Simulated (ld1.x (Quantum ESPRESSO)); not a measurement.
# aluminium: excitation energies, all-electron against TM

ld1.x (Quantum ESPRESSO) 7.5 input, shortened:

```
&input
   title='Al', zed=13., rel=1, dft='PZ', iswitch=3,
   config='[Ne] 3s2 3p1 3d-2'
 /
 &inputp
   pseudotype=2, tm=.true., lloc=0,
   nlcc=.true.
 /
3
3P  2  1   1.00   0.00  1.70  1.70  0.0
3D  3  2  -2.00   0.20  1.30  1.30  0.0
3S  1  0   2.00   0.00  1.70  1.70  0.0
 &test
   configts(1)='3s2 3p1'
 /
```

Energies are relative to the spin-unpolarised reference configuration 3s2 3p1; without spin polarisation the order of configurations can differ from experiment. Spin-polarised rows fill each open shell by Hund’s rule, majority spin first.

Problem. Give the all-electron excitation energy and the error of the potential for: 3s2 3p0; 3s1 3p0; 3s2 3p0.5; 3s2 3p1.3; 3s1 3p1; 3s0 3p3; 3s1 3p2; 3s2 3p1 (spin-polarised); 3s1 3p0 (spin-polarised).

Solution.

```tsv
valence configuration	charge	ΔE all-electron (eV)	error AE − PS (meV)
3s2 3p0	+1	5.847	+1.5
3s1 3p0	+2	25.224	+9.8
3s2 3p0.5	+0.5	2.125	+0.4
3s2 3p1.3	-0.3	-0.598	+0.1
3s1 3p1	+1	11.666	+6.8
3s0 3p3	0	10.505	+5.3
3s1 3p2	0	5.155	+0.8
3s2 3p1 (spin-polarised)	0	-0.136	+0.5
3s1 3p0 (spin-polarised)	+2	24.797	+8.8
```

Levels in the configuration 3s1 3p1:

| level | all-electron (eV) | pseudo (eV) |
| --- | --- | --- |
| 3s | -15.724 | -15.706 |
| 3p | -9.849 | -9.840 |
